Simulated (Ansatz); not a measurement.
Stepwise reaction of `[Cl][Hf]([Cl])([Br])[Br]` with hydrogen fluoride, as a gas-phase model of exchange steps in deposition or etching. ΔE in kJ/mol; ΔG adds harmonic PBE0-D4 terms to CCSD(T)/CBS, at 1 bar.

Program: Ansatz. Geometries: PBE0-D4/def2-TZVP. ΔE: electronic, gas phase. CCSD(T)/CBS is the MP2 limit (def2-TZVPP, def2-QZVPP) plus CCSD(T) − MP2 in def2-TZVPP, frozen cores. This one scheme is used for every species. DFT in def2-TZVPP. B3LYP here is the variant with VWN-RPA as its local correlation; programs differ in this. def2 core potentials past Kr. For Br, Hf outer-core shells are correlated without core-valence functions, which leaves a few kJ/mol of doubt a bond. Scalar relativity is left out up to krypton.

| step | reaction | PBE-D4 | B3LYP-D4 | ωB97M-V | CCSD(T)/CBS | ΔG(600 K) |
| --- | --- | --- | --- | --- | --- | --- |
| 2 | `[F][Hf]([Cl])([Cl])[Br]` + H–F → `[F][Hf]([F])([Cl])[Cl]` + HBr | -24.0 | -25.2 | -24.8 | -11.5 | -16.1 |

**Question.** Give the row of step 1, `[Cl][Hf]([Cl])([Br])[Br]` + H–F → `[F][Hf]([Cl])([Cl])[Br]` + HBr. (Estimate.)

**Answer.** Ansatz gave: 
```tsv
step	reaction	PBE-D4	B3LYP-D4	ωB97M-V	CCSD(T)/CBS	ΔG(600 K)
1	`[Cl][Hf]([Cl])([Br])[Br]` + H–F → `[F][Hf]([Cl])([Cl])[Br]` + HBr	-23.8	-24.8	-25.7	-9.9	-21.8
```

**Question.** By hand: ΔE of the 2 steps together at CCSD(T)/CBS.

**Answer.** (-9.9) + (-11.5) = -21.4 kJ/mol, or -10.7 kJ/mol a step.

In ΔE the steps differ by no more than 1.6 kJ/mol. All are downhill at CCSD(T)/CBS. ΔG lies between -21.8 and -16.1 kJ/mol a step. PBE-D4 differs from CCSD(T)/CBS by -13.9 to -12.5 kJ/mol a step. Only this route is followed, and other bonds may react first. Isolated molecules leave out the surface, adducts and barriers. Largest T1 diagnostic: 0.015.
